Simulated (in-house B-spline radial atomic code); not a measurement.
How numerical settings move a run on Pd5+, [Kr] 4d5. Computed with a B-spline radial code for spherical atoms: non-relativistic M06-L, spin-polarised, spherical fractional occupations, point nucleus.

Command:
```bash
python run_scf.py task.json out
```
Settings of the sound reference run:
```
Z                46
electrons        41
configuration    [Kr] 4d5
hamiltonian      nr
method           m06l
spin_polarised   True
knot_spacing     0.22
spline_order     8
gauss_points     12
box_radius       10.53
max_iterations   70
damping          0.5
damped_steps     3
diis_vectors     10
tolerance        1e-08
start            Thomas-Fermi
```

Run time, properties included: 0.29 s on 1 thread of Arm Neoverse V1, with other jobs on the host.

It converges in 9 iterations to -4933.786956 hartree, with 4d up at -77.1478 eV. The other runs change the listed settings, some to values that make no sense; their results aren't properties of the atom or ion. Radii are in bohr (the nuclear one in fm), a minus after a letter asks for a j subshell, and «unchanged» means within 1e-8 hartree. The run stops when the residual is below 10 × tolerance × max(1, Z/10), or a noise floor if that is larger, and the energy moves by less than 1e-8 × √|E| hartree; so very loose and very tight tolerances often act alike.

| changed settings | outcome |
| --- | --- |
| knot_spacing = 0.4 | converged in 13 iterations, energy +4.96e-03 hartree from the reference, 4d up level -1.2e-02 eV |
| gauss_points = 5 | converged in 9 iterations, energy +1.61e-06 hartree from the reference, 4d up level +1.2e-05 eV |
| spline_order = 7 | converged in 9 iterations, energy -2.59e-04 hartree from the reference, 4d up level +7.7e-03 eV |
| knot_spacing = 0.15, box_radius = 21.06, max_iterations = 12 | converged in 9 iterations, energy -9.51e-04 hartree from the reference, 4d up level +5.4e-03 eV |
| spline_order = 5 | converged in 9 iterations, energy -6.37e-05 hartree from the reference, 4d up level +5.9e-03 eV |
| gauss_points = 16 | converged in 9 iterations, energy unchanged |
| box_radius = 2.11, max_iterations = 12, start = bare nucleus | converged in 9 iterations, energy +1.51e+00 hartree from the reference, 4d up level +1.3e+01 eV (the program warns: 4d up reaches the box edge; 3d up reaches the box edge) |
| spline_order = 5, first_knot = 2.17e-06, max_iterations = 75, diis_vectors = 4, start = bare nucleus | converged in 6 iterations, energy +1.73e-04 hartree from the reference, 4d up level -4.3e-03 eV |
| gauss_points = 3 | converged in 9 iterations, energy -8.79e+05 hartree from the reference, 4d up level +3.9e+00 eV |
| knot_spacing = 1 | converged in 10 iterations, energy +1.29e+01 hartree from the reference, 4d up level -1.1e+00 eV (the program warns: 3s up reaches the box edge; 3s down reaches the box edge) |
| spline_order = 3 | converged in 9 iterations, energy +1.44e-01 hartree from the reference, 4d up level -2.9e-03 eV |
| gauss_points = 6 | converged in 9 iterations, energy -7.00e-08 hartree from the reference, 4d up level -3.5e-06 eV |
| spline_order = 10 | converged in 9 iterations, energy -3.19e-04 hartree from the reference, 4d up level +6.1e-03 eV |
| knot_spacing = 0.15 | converged in 9 iterations, energy -9.52e-04 hartree from the reference, 4d up level +5.4e-03 eV |
| spline_order = 4 | converged in 9 iterations, energy +3.38e-03 hartree from the reference, 4d up level +2.1e-03 eV |
| box_radius = 0.42, first_knot = 2.17e-06, max_iterations = 60, damping = 0.2, tolerance = 0.0001 | converged in 4 iterations, energy +2.58e+03 hartree from the reference, 4d up level +4.3e+03 eV (the program warns: 4d up has a positive eigenvalue: unbound, held by the box; 3s up has a positive eigenvalue: unbound, held by the box) |

(1) What happens with knot_spacing = 0.1?

(2) What happens with gauss_points = 4?

(3) What happens with knot_spacing = 1.4?

(4) What happens with knot_spacing = 0.3?

## Answers

(1) Converged in 9 iterations, energy -1.81e-03 hartree from the reference, 4d up level +4.6e-03 eV.

(2) Converged in 9 iterations, energy -2.95e-05 hartree from the reference, 4d up level -8.0e-05 eV.

(3) Converged in 8 iterations, energy +2.13e+02 hartree from the reference, 4d up level -9.8e+00 eV (the program warns: 1s up reaches the box edge; 1s down reaches the box edge).

(4) Converged in 9 iterations, energy +1.38e-03 hartree from the reference, 4d up level +3.5e-03 eV.
